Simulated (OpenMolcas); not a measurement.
Ge²⁺: from CASSCF to CASPT2

```
Program             : OpenMolcas 26.06
Basis               : ANO-R2 [6s5p4d3f1g]
Scalar Hamiltonian  : X2C, finite nucleus
Active space        : 2 electrons in 4 orbitals (4s 4p)
State averaging     : 2S+1 = 3 even, 3 roots (0 in the spin-orbit step); 2S+1 = 1 even, 1 root; 2S+1 = 3 odd, 3 roots; 2S+1 = 1 odd, 3 roots
Spin-orbit coupling : RASSI with atomic mean-field integrals over the reference wave functions, term energies averaged over their components
```

Methods on the same reference wave functions:
A. CASSCF
B. SS-CASPT2, IPEA 0.25 Eh, imaginary shift 0.1 Eh (closed shells correlated: 3d)

Energies in cm⁻¹ above 4s² ¹S₀, the measured ground level; measured values from Sugar and Musgrove, J. Phys. Chem. Ref. Data 22, 1213 (1993).

```
     Level      A      B  Measured
   4s² ¹S₀    0.0    0.0       0.0
4s 4p ³P°₀  59098  60835     61734
4s 4p ³P°₁  59756  61487     62500
4s 4p ³P°₂  61123  62860     64144
4s 4p ¹P°₁  99467  92213     91873
```

Deviations, from unrounded energies. A percentage is the sum of absolute deviations over the sum of measured energies, with the sign that they share, or ± where signs differ.

| Against measurement | Levels | A | B |
| --- | --- | --- | --- |
| mean absolute deviation (cm-1) | 4 | 4000 | 880 |
| other configurations (%) | 4 | ±5.7 | ±1.3 |

B lies closest to measurement on these levels. The largest miss of B in the table is 4s 4p ³P°₂, by -1300 cm-1. The ranking rests on the paired levels alone, and a cruder setting can come out closer through cancelling errors.

The lowest spin-free term lies below A's lowest term by 0.462 hartree in B.

Some high roots are left out of the spin-orbit mixing, which shifts the levels that they would mix with. Measured partners are found by configuration, term and J. A level has none where our copy of the source lacks it or the pairing is in doubt (some pairs that miss far off the trend of their configuration count as doubtful), and it then counts in no deviation. Only configurations of the active space appear.

° marks odd parity.
